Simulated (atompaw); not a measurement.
# Cutoff test, Au, PAW (atompaw)

atompaw 4.2.0.5 input, output lines left out:

```
Au 79
LDA-PW loggrid 2001 logderivrange -11 5 401
6 6 5 4 0 0
6 0 0
6 1 0
5 2 8
0 0 0
c
c
c
c
v
v
c
c
c
v
v
c
c
v
c
2
1.95 1.60 1.65 1.75
n
n
y
-2.75
n
custom polynom vanderbiltortho sinc
3 0 troulliermartins
1.65
1.95
1.85
1.95
1.95
1.95
```

The pseudo-atom Hamiltonian at the reference potential is diagonalised in spherical Bessel functions j_l(qr) that vanish at 20 bohr, with q² up to the cutoff. All-electron valence levels (Ry): 5s -8.8608, 6s -2.1866, 5p -6.6146, 6p -1.6773, 5d -3.0807.

Problem. How do the lowest levels (Ry) of each channel move with the cutoff, and are there ghosts?

Solution.

```csv
cutoff (Ry),s #1,s #2,s #3,p #1,p #2,d #1,d #2,f #1,f #2,Σ f·Δε (mRy)
8,-8.3225,-2.1232,-0.9008,-5.0817,-1.4600,-2.1559,-0.8143,-0.6905,-0.4148,17672.4
12,-8.7764,-2.1820,-0.9213,-6.2433,-1.6338,-2.7326,-0.9179,-0.7052,-0.4226,5181.6
21,-8.8596,-2.1861,-0.9231,-6.6102,-1.6766,-3.0730,-0.9747,-0.7190,-0.4300,90.2
30,-8.8600,-2.1865,-0.9231,-6.6126,-1.6769,-3.0784,-0.9759,-0.7246,-0.4330,31.6
40,-8.8608,-2.1866,-0.9232,-6.6143,-1.6772,-3.0802,-0.9760,-0.7268,-0.4342,6.1
50,-8.8608,-2.1866,-0.9232,-6.6145,-1.6772,-3.0806,-0.9761,-0.7278,-0.4348,1.8
70,-8.8608,-2.1866,-0.9232,-6.6146,-1.6773,-3.0807,-0.9761,-0.7282,-0.4350,0.3
90,-8.8608,-2.1866,-0.9232,-6.6146,-1.6773,-3.0807,-0.9761,-0.7282,-0.4350,0.2
400,-8.8608,-2.1866,-0.9232,-6.6146,-1.6773,-3.0807,-0.9761,-0.7282,-0.4350,0.0
```

Result: no extra level below or beside the all-electron valence levels (s, p, d, f tested); 10 mRy is reached at 40 Ry and 1 mRy at 70 Ry.
